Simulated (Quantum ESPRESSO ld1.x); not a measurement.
Task: The cerium ion Ce37+, configuration [Ar] 3d3 (the NIST ground configuration). All-electron calculation, Dirac Kohn-Sham, relativistic LDA (MacDonald-Vosko exchange, VWN5 correlation), spin-unpolarised, spherical densities, point nucleus; open shells are shared between the two j in proportion to 2j + 1. Program: ld1.x of Quantum ESPRESSO 7.5. Some entries of the table are withheld. Estimate them.

orbital,occ.,eigenvalue (eV),<r^2> (bohr^2),<1/r> (bohr^-1)
1s1/2,2,(1),0.0008269,63.10
2s1/2,2,(2),0.01288,14.99
2p1/2,2,-7948.52,(3),(4)
2p3/2,4,-7500.93,(5),(6)
3s1/2,2,(7),0.07806,5.811
3p1/2,2,-2862.05,0.07176,5.745
3p3/2,4,-2757.84,0.07734,5.389
3d3/2,1.2,-2550.88,(8),5.270
3d5/2,1.8,-2526.70,(9),5.179

Result: 
(1) 1s1/2 eigenvalue (eV): -41910.6
(2) 2s1/2 eigenvalue (eV): -8282.90
(3) 2p1/2 <r^2> (bohr^2): 0.009421
(4) 2p1/2 <1/r> (bohr^-1): 14.95
(5) 2p3/2 <r^2> (bohr^2): 0.01063
(6) 2p3/2 <1/r> (bohr^-1): 13.56
(7) 3s1/2 eigenvalue (eV): -2993.05
(8) 3d3/2 <r^2> (bohr^2): 0.05923
(9) 3d5/2 <r^2> (bohr^2): 0.06071
